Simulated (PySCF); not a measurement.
BLYP on In⁻ (indium, charge -1), [Kr] 4d10 5s2 5p2, high-spin 3P determinant. Calculation: PySCF 2.14, in aug-cc-pVTZ-PP with one added diffuse shell each of d, f type with ECP28MDF (6s5p5d3f, 67 functions); a scalar-relativistic core potential.

```
cycle= 1 E= -190.093476381632  delta_E= -0.0145  |g|= 0.0619  |ddm|= 0.761
cycle= 2 E= -190.093788587653  delta_E= -0.000312  |g|= 0.0538  |ddm|= 0.184
cycle= 3 E= -190.09473977492  delta_E= -0.000951  |g|= 0.0058  |ddm|= 0.106
cycle= 4 E= -190.094792341935  delta_E= -5.26e-05  |g|= 0.00183  |ddm|= 0.0424
cycle= 5 E= -190.094802723746  delta_E= -1.04e-05  |g|= 0.000123  |ddm|= 0.0141
cycle= 6 E= -190.094802776262  delta_E= -5.25e-08  |g|= 9.17e-06  |ddm|= 0.000866
cycle= 7 E= -190.094802776636  delta_E= -3.74e-10  |g|= 2.11e-06  |ddm|= 9.41e-05
converged SCF energy = -190.094802776636  <S^2> = 2.0009577  2S+1 = 3.0006384
```

Highest occupied orbital energy: 1.340 eV; ⟨L²⟩ = 2.01; populations by l: s 4.00, p 8.00, d 10.00, f 0.00.

(1) Can this result be used?

Results:

(1) With care. Self-consistency was reached. Energies and moments cover only the electrons outside the core potential. At BLYP the highest occupied level has a positive energy, so only the finite basis holds that electron; in a semilocal or global hybrid functional this comes from self-interaction and does not mean that the real anion is unbound.
